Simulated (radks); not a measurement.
Values are calculated unless marked as measured or tabulated.
Question: Ionisation of the titanium ion Ti3+, [Ar] 3d1, to Ti4+, [Ar], under several functionals. Scalar-relativistic Kohn-Sham, spin-polarised, spherical densities, finite nucleus; open shells are filled with parallel spins first; a radial shooting solver on a logarithmic mesh with Libxc functionals. Known Delta-SCF values: XLYP 43.571 eV; LDA (Slater exchange, Perdew-Wang correlation) 43.789 eV. What does LDA (Slater exchange, Perdew-Zunger correlation) give, and what is its highest occupied eigenvalue?

Answer: 43.772 eV by Delta-SCF; the 3d eigenvalue is -35.368 eV. NIST: 43.267 eV (measured).
